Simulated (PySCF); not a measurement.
CH3AlF2, SMILES [F][Al]([CH3])[F] (connectivity only; charge and spin as stated), charge +1, multiplicity 2.

Geometry optimised at TPSSh-D3(BJ)/def2-SVP. The spin state was assumed, not searched. The isomer is the one that the SMILES or the coordinates give; other isomers of the formula were not compared.

Two levels are set side by side: PBE/def2-TZVPD (PySCF) and r2SCAN/def2-TZVPD (PySCF). Same geometry, gas phase. Differences are taken from unrounded values.

| quantity | PBE |
|---|---|
| α-spin orbital gap (eV) | 6.31 |
| β-spin orbital gap (eV) | 2.83 |
| mean polarisability (bohr³) | 34.8 |

**Question.** These are the PBE values. What does r2SCAN give? (Estimate from the structure and the level; the computed values follow.)

**Answer.** 
```json
[
 {"quantity": "α-spin orbital gap (eV)", "r2SCAN": "7.32", "PBE minus r2SCAN": "-1.01"},
 {"quantity": "β-spin orbital gap (eV)", "r2SCAN": "3.79", "PBE minus r2SCAN": "-0.96"},
 {"quantity": "mean polarisability (bohr³)", "r2SCAN": "32.0", "PBE minus r2SCAN": "2.8"}
]
```

Rough cost on one machine, each run with all the roots and properties that it gave: r2SCAN against PBE about 3 times.
